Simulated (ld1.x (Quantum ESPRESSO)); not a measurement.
## Which change was made? (W, PAW)

ld1.x (Quantum ESPRESSO) 7.5 input, shortened:

```
&input
   title='W', zed=74., rel=1, dft='PBE', iswitch=3,
   config='[Xe] 4f14 5d4 6s1.5 6p0'
 /
 &inputp
   pseudotype=3, lpaw=.true., tm=.true., lloc=-1, rcloc=1.45,
   nlcc=.true., new_core_ps=.true.,
   which_augfun='BESSEL', rmatch_augfun=1.30
 /
6
5S  1  0   2.00   0.00  1.35  1.60  0.0
6S  2  0   1.50   0.00  1.35  1.60  0.0
5P  2  1   6.00   0.00  1.70  2.05  0.0
6P  3  1   0.00   0.00  1.70  2.05  0.0
5D  3  2   4.00   0.00  1.70  2.05  0.0
5D  3  2   0.00   2.25  1.70  2.05  0.0
 &test
   configts(1)='5s2 5p6 5d4 6s1.5 6p0'
 /
```

Cutoffs, loose and tight: the cutoffs (Ry, on a coarse ladder) from which the occupation-weighted sum of valence levels, in a spherical-Bessel basis at the reference potential, stays within 10 and 1 mRy of its value at 400 Ry. They do not see the model core or the augmentation charge, which bear on the density cutoff. Test errors are all-electron minus pseudo excitation energies from the reference, over the configurations 5s2 5p6 5d4 6s2 6p0; 5s2 5p6 5d4 6s1 6p0; 5s2 5p6 5d4 6s0 6p0; 5s2 5p6 5d4 6s0 6p2; 5s2 5p6 5d4 6s0 6p1; 5s2 5p6 5d4 6s1 6p1; 5s2 5p5 5d4 6s2 6p0; variants that change the core or the reference have their own tests.

The base gives: outcome: generated, overlap not positive; bound ghosts: not determined (overlap not positive); largest test error (meV): -74.

On the changes marked as counting shells twice: ld1.x takes every shell without a wave as core, so the model core holds the marked electrons as well and exchange and correlation see them twice. This cancels in the reference configuration, but the file is broken for other ones, and its errors say nothing about a proper core correction.

Question: After one change the result is: outcome: generated, misses its reference levels by 1.34 eV; cutoff, loose: 60 Ry; cutoff, tight: 80 Ry; bound ghosts: none; largest test error (meV): -2977. Which change was it?
A. waves 5p (bound): rcut 1.70, rcutus 2.58 bohr; 6p (bound): rcut 1.70, rcutus 2.58 bohr
B. reference 5s2 5p6 5d4 6s1 6p0
C. waves 5s (bound): rcut 1.35, rcutus 1.92 bohr; 6s (bound): rcut 1.35, rcutus 1.92 bohr
D. type RRKJ; waves now 5p (bound): rc 2.05 bohr; 5d (bound): rc 2.05 bohr; 5s (bound): rc 1.60 bohr; local potential the s channel; rho0 0.02 (6s counted twice)
E. all radii but the core radius scaled by about 0.82 (s 1.30, p 1.68, d 1.68 bohr, rcut 1.10/1.40/1.40); local potential all-electron potential smoothed inside 1.18 bohr (lloc = -1); augmentation BESSEL, radius 1.06 bohr

Answer: D. The others give: reference 5s2 5p6 5d4 6s1 6p0 → outcome: generated, overlap not positive; bound ghosts: not determined (overlap not positive); largest test error (meV): -19 | waves 5p (bound): rcut 1.70, rcutus 2.58 bohr; 6p (bound): rcut 1.70, rcutus 2.58 bohr → outcome: generated; cutoff, loose: 25 Ry; cutoff, tight: 40 Ry; bound ghosts: none; largest test error (meV): -97 | waves 5s (bound): rcut 1.35, rcutus 1.92 bohr; 6s (bound): rcut 1.35, rcutus 1.92 bohr → outcome: generated, overlap not positive; bound ghosts: not determined (overlap not positive); largest test error (meV): -100 | all radii but the core radius scaled by about 0.82 (s 1.30, p 1.68, d 1.68 bohr, rcut 1.10/1.40/1.40); local potential all-electron potential smoothed inside 1.18 bohr (lloc = -1); augmentation BESSEL, radius 1.06 bohr → outcome: failed: new_paw_hamiltonian: negative rho. A file whose overlap is not positive is unfit for use, and its test errors describe a broken file.
